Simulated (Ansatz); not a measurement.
The pair A = SiH4 (SMILES [SiH4]) (first 5 atoms), B = CH4S (SMILES CS); geometry from B3LYP-D3(BJ)/def2-TZVP.
(charge 0, multiplicity 1):
```xyz
11

Si    -0.2461     0.0469     0.4985
H      0.0436     0.1598    -0.9526
H      0.7071    -0.9181     1.0912
H     -1.6342    -0.4268     0.6763
H     -0.0651     1.3754     1.1230
C      1.0749     0.5318     4.1562
S     -0.6089    -0.1603     4.0929
H      1.6565     0.2286     3.2881
H      0.9577     1.6138     4.1397
H      1.5843     0.2458     5.0737
H     -0.2569    -1.4561     4.0970
```

Cores are frozen in the correlated methods. MP2 and its Hartree–Fock in aug-cc-pV(T+d)Z are density fitted.

The values were computed with Ansatz (a program for electronic structure). 

The counterpoise-corrected interaction energy is E(AB) − E(A in the pair's basis) − E(B in the pair's basis). Total energies (hartree):

```csv
level,AB,A in the pair's basis,B in the pair's basis
HF/aug-cc-pV(D+d)Z,-728.9838510,-291.2505414,-437.7348798
MP2/aug-cc-pV(D+d)Z,-729.4143908,-291.3724916,-438.0392478
HF/aug-cc-pV(T+d)Z,-729.0219023,-291.2638272,-437.7596959
MP2/aug-cc-pV(T+d)Z,-729.5435890,-291.4095924,-438.1307247
CCSD(T)/aug-cc-pV(D+d)Z,-729.4962091,-291.4073113,-438.0864676
```

Work out the counterpoise-corrected interaction energy at the basis-set limit: extrapolate the MP2 correlation part as X⁻³, take Hartree–Fock from the larger set, and add the CCSD(T) − MP2 difference of aug-cc-pV(D+d)Z.


1. Differences (1 hartree = 627.509 kcal/mol): HF/aug-cc-pV(D+d)Z 0.985; MP2/aug-cc-pV(D+d)Z -1.664; HF/aug-cc-pV(T+d)Z 1.017; MP2/aug-cc-pV(T+d)Z -2.053; CCSD(T)/aug-cc-pV(D+d)Z -1.525.
2. Correlation parts, MP2 less HF: -2.649 in aug-cc-pV(D+d)Z (X = 2), -3.070 in aug-cc-pV(T+d)Z (X = 3).
3. Limit (3³·(-3.070) − 2³·(-2.649))/(3³ − 2³) = -3.248; with HF/aug-cc-pV(T+d)Z it gives -2.231.
4. CCSD(T) less MP2 in aug-cc-pV(D+d)Z: 0.139.
Result: -2.09 kcal/mol, against -1.66 at MP2/aug-cc-pV(D+d)Z. It is an estimate of this method's limit, not of the exact value.
